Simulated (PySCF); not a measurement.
# Shifts of the heteroatoms

Atom-mapped SMILES (the numbers label the heavy atoms): `[CH2:1]=[C:2]([CH3:3])/[CH:4]=[C:5](\[CH:6]=[O:7])[SiH2:8][CH:9]=[O:10]`. Hydrogens are named by the atom that carries them. Ha(C1) is cis to C3; Hb(C1) is trans to C3.

[PySCF: shielding tensors at PBE0/pcSseg-1 (GIAO); geometry: GFN2-xTB; non-relativistic; averaged over atoms made equivalent by symmetry, fast rotation or ring inversion; a single conformation; no solvent]

(1) Predict the $^{29}$Si NMR data.

(2) Where does $^{17}$O resonate?

Answers

(1) 
```csv
atoms,environment,σ (ppm),δ (ppm)
Si8,"silicon bonded to 2 C, 2 H",415.5,-61.6
```

Shieldings were converted by a linear fit to measured shifts: $^{29}$Si (scatter 8.9 ppm rms, 25.8 ppm with the 6 outliers that the fit left out vs TMS, solution or neat liquid). A few per cent of atoms miss by over 2 rms, more outside the fitted compound classes.

On a 600 MHz spectrometer $^{29}$Si resonates near 119.2 MHz, so 1 ppm is 119.2 Hz.

(2) 
```csv
atoms,environment,σ (ppm),δ (ppm)
O10,carbonyl oxygen,-527.2,746.9
O7,aldehyde oxygen,-311.5,550.4
```

Shieldings were converted by a linear fit to measured shifts: $^{17}$O: δ = 266.70 − 0.911σ (rms 10.7 ppm, 155 shifts, 12.2 ppm with the 3 outliers that the fit left out vs liquid water, solution or neat liquid). A few per cent of atoms miss by over 2 rms, more outside the fitted compound classes.

On a 300 MHz spectrometer $^{17}$O resonates near 40.7 MHz, so 1 ppm is 40.7 Hz.
